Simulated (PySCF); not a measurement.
C3H9B, SMILES B(C)(C)C (connectivity only; charge and spin as stated), charge +1, multiplicity 2. Atoms are numbered in the order given.

```xyz
13

B      0.1343     0.0152     0.0000
C      1.6527     0.0078     0.0000
H      2.0898     0.4741     0.8974
H      1.9803    -1.0513     0.0000
H      2.0898     0.4741    -0.8974
C     -0.8898    -0.0020     1.2542
H     -0.5956     0.9683     1.7026
H     -1.9761    -0.0825     1.1560
H     -0.4632    -0.8836     1.7752
C     -0.8898    -0.0020    -1.2542
H     -1.9761    -0.0825    -1.1560
H     -0.5956     0.9683    -1.7026
H     -0.4632    -0.8836    -1.7752
```
Charge +1, spin multiplicity 2.

Geometry: PBE0-D3(BJ)/def2-SVP. The multiplicity is an assumed one; no other spin state was optimised. The isomer is the one that the SMILES or the coordinates give; other isomers of the formula were not compared.

These are B3LYP/pcH-1 run with PySCF values and carry that method's errors.

Unrestricted Kohn–Sham, ⟨S²⟩ = 0.753. Hyperfine tensors hold the contact and dipolar terms, without spin-orbit corrections.

Computed hyperfine couplings:
```csv
nucleus,A(iso) (MHz),A(iso) (G),dipolar principal values (MHz)
11B no. 1,-45.7,-16.3,"-27.0, -21.2, 48.2"
13C no. 2,-9.7,-3.5,"-2.0, -0.2, 2.2"
1H no. 3,36.2,12.9,"-3.0, -1.7, 4.7"
1H no. 4,-1.6,-0.6,"-2.6, -1.7, 4.3"
1H no. 5,36.2,12.9,"-3.0, -1.7, 4.7"
13C no. 6,75.2,26.8,"-39.0, -36.1, 75.1"
1H no. 7,66.3,23.7,"-17.2, -4.2, 21.4"
1H no. 8,-7.9,-2.8,"-17.3, -7.5, 24.8"
1H no. 9,84.8,30.3,"-17.4, -4.8, 22.2"
13C no. 10,75.2,26.8,"-39.0, -36.1, 75.1"
1H no. 11,-7.9,-2.8,"-17.3, -7.5, 24.8"
1H no. 12,66.3,23.7,"-17.2, -4.2, 21.4"
1H no. 13,84.8,30.3,"-17.4, -4.8, 22.2"
```
